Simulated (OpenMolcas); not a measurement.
# Eu3+ in a ligand field

Eu3+ with 6 ligands (water) in octahedral coordination (Th) at 2.31 Å. Ligand basis ANO-RCC-VDZP.

```
Program             : OpenMolcas
Method              : CASSCF
Basis               : ANO-RCC-VDZP [7s6p4d2f1g]
Scalar Hamiltonian  : DKH2, point nucleus
Active space        : 6 electrons in 7 orbitals (4f)
State averaging     : 2S+1 = 7 even, 7 roots; 2S+1 = 5 even, 77 roots kept (CI in the orbitals of an earlier block); 2S+1 = 3 even, 3 roots kept (CI in the orbitals of an earlier block)
Spin-orbit coupling : state interaction with AMFI integrals over the reference wave functions
```

The lowest spin-free states (labels of O, taken over from Oh, the nearest higher group), above the lowest:

```
State  Degeneracy  E (cm-1)  Free-ion L (%)
  7T1           3       0.0         F (100)
  7A2           1     584.5         F (100)
  7T2           3     590.6         F (100)
  5T2           3     24393         D (100)
   5E           2     24538         D (100)
  5T2           3     27604         L (100)
   5E           2     27634          L (98)
  5T1           3     27723          L (99)
  5T2           3     27966          L (96)
   5E           2     28240          L (99)
  5T1           3     28274         L (100)
  5A1           1     28317         L (100)
  5A1           1     29122         G (100)
  5T1           3     29127          G (98)
   5E           2     29145          G (97)
  5T2           3     29460          G (96)
  5T1           3     33389         H (100)
  5T2           3     33661         H (100)
   5E           2     33880         H (100)
  5T1           3     33976         H (100)
```

The lowest levels with spin-orbit coupling:

```
E (cm-1)  Degeneracy  Label  2S+1     J  |mJ| (%)
     0.0           1     A1     7  0.16   0 (100)
   363.2           3     T1     7  1.07    1 (66)
   913.6           2      E     7  2.04    2 (50)
    1093           3     T2     7  2.08    1 (65)
    1868           1     A2     7  3.03   2 (100)
    1901           3     T2     7  3.00    1 (42)
    1976           3     T1     7  3.03    3 (41)
    2774           3     T2     7  3.99    3 (56)
    2986           1     A1     7  3.99    0 (58)
    3034           3     T1     7  4.02    1 (56)
    3068           2      E     7  4.04    2 (50)
    3953           3            7  5.01    3 (30)
    4055           3            7  4.99    3 (35)
    4057           2      E     7  4.99    2 (50)
    4267           3     T1     7  5.00    1 (33)
    5207           2      E     7  5.97    0 (43)
    5229           3     T2     7  5.97    1 (53)
    5295           1     A2     7  5.98    2 (68)
    5412           3     T2     7  5.98    5 (39)
    5445           3     T1     7  5.99    4 (33)
```

Powder χT (cm3 K/mol): 0.0115 at 2 K, 0.0576 at 10 K, 0.288 at 50 K, 0.576 at 100 K, 1.05 at 200 K, 1.35 at 300 K. The effective moment at 300 K is 2.828 √(χT) = 3.28 μB.

Hund's rules give f6 a J = 0 ground level with no moment of its own; the computed χT of 1.348 cm3 K/mol at 300 K comes from higher levels.

Metal share of the active 4f orbitals (Löwdin): 99, 99, 99, 100, 100, 100, 100 %; Mulliken charge of the metal 2.93.

High states are left out of the spin-orbit mixing, which shifts the levels that they would mix with. Without dynamic correlation the ligand-field splitting of an f shell can come out too small, at times by half. The first state left out of the spin-orbit step lies near 46000 cm-1 above the lowest spin-free state of the reference (among the parities and spins computed), and the lists stop at four fifths of that energy or lower. No measured value stands beside these numbers; the geometry was imposed, not optimised, and the real ion may take another.
